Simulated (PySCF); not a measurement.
Spectra and structures to be paired. Computed with TDDFT PBE0/def2-SVPD, vertical, gas phase, core orbitals frozen in the response, def2 core potentials past Kr (PySCF). Geometries: PBE0-D3(BJ)/def2-SVP; one conformer of each isolated species. Triplets are in the Tamm–Dancoff approximation. Atoms past krypton carry core potentials; spin–orbit coupling is left out.

A. `CC[N]=[Ta]([F])([F])[F]`
B. `[BH3-][N+]1=CC=CC(C)=C1C`
C. `C[P+](C)([BH2-]C#N)C1CC1`
D. `[n+]1([BH3-])cc(ccc1)CC`

Lowest singlet levels (six at most, fewer where fewer were computed) with oscillator strengths:

1. 4.76 eV (f 0.001); 4.81 eV (f 0.149); 4.97 eV (f 0.017); 5.48 eV (f 0.000); 5.63 eV (f 0.138); 6.22 eV (f 0.175); T1 3.79 eV
2. 5.05 eV (f 0.000); 5.27 eV (f 0.002); 5.29 eV (f 0.003); 5.52 eV (f 0.031); 5.89 eV (f 0.015); 5.97 eV (f 0.021); T1 4.50 eV
3. 4.49 eV (f 0.144); 4.59 eV (f 0.000); 4.83 eV (f 0.002); 5.33 eV (f 0.005); 5.60 eV (f 0.112); 6.23 eV (f 0.009); T1 3.62 eV
4. 6.97 eV (f 0.003); 7.09 eV (f 0.003); 7.21 eV (f 0.047); 7.32 eV (f 0.007); 7.50 eV (f 0.002); 7.60 eV (f 0.012); T1 5.90 eV

Question: Which spectrum belongs to which structure?

Answer: 1 = B, 2 = A, 3 = D, 4 = C.
- A: S1 at 5.05 eV, HOMO→LUMO (62%), HOMO-1→LUMO+1 (32%); for S1 the Löwdin share of tantalum is 20% in HOMO and 65% in LUMO; HOMO -7.92 and LUMO -1.03 eV; point group Cs, 1 of its 6 listed states under f = 0.0005.
- B: S1 at 4.76 eV, HOMO-1→LUMO (99%); Löwdin shares by element: HOMO hydrogen 38% or more, boron 34%, nitrogen 8% (atoms not listed hold the other 20%); LUMO carbon 45% or more, nitrogen 21% (atoms not listed hold the other 34%); HOMO -7.25 and LUMO -1.66 eV; point group Cs, 1 of its 6 listed states under f = 0.0005.
- C: S1 at 6.97 eV, HOMO-1→LUMO+1 (40%), HOMO-1→LUMO+4 (11%), HOMO-1→LUMO+3 (11%); Löwdin shares by element: HOMO nitrogen 25%, carbon 18% or more, boron 16%, phosphorus 13% (atoms not listed hold the other 28%); LUMO carbon 34% or more, hydrogen 8% or more (atoms not listed hold the other 58%); HOMO -7.84 and LUMO 0.11 eV.
- D: S1 at 4.49 eV, HOMO→LUMO (98%); Löwdin shares by element: HOMO boron 36%, hydrogen 34% or more, nitrogen 8% (atoms not listed hold the other 21%); LUMO carbon 46% or more, nitrogen 22% (atoms not listed hold the other 33%); HOMO -7.19 and LUMO -1.88 eV.
